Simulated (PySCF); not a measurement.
Re(OH)2 (H2O2Re), SMILES [OH][Re][OH] (connectivity only; charge and spin as stated), neutral, multiplicity 4.

The structure is a stationary point at B3LYP-D3(BJ)/def2-TZVP. The multiplicity is an assumed one; other spin states were not compared. The def2 effective core potentials stand for the cores of Re; spin–orbit coupling is left out. Other conformers were not sampled.

Level of theory: B3LYP/def2-TZVPD (PySCF).

```yaml
total_energy: -230.02338 hartree
point_group: C2v
"α spin, highest occupied and lowest empty level": -6.26 and -3.06 eV
"β spin, highest occupied and lowest empty level": -5.67 and -3.09 eV
dipole_moment: 2.07 D
quadrupole, principal values (traceless, Buckingham form, about the centre of nuclear charge): -4.83, 0.89, 3.94 D·Å
mean_static_polarisability: 60.0 bohr³ (8.90 Å³)
polarisability_principal_values: 54.0, 56.1, 70.0 bohr³
"⟨S²⟩": 3.769 (pure state 3.75)
```
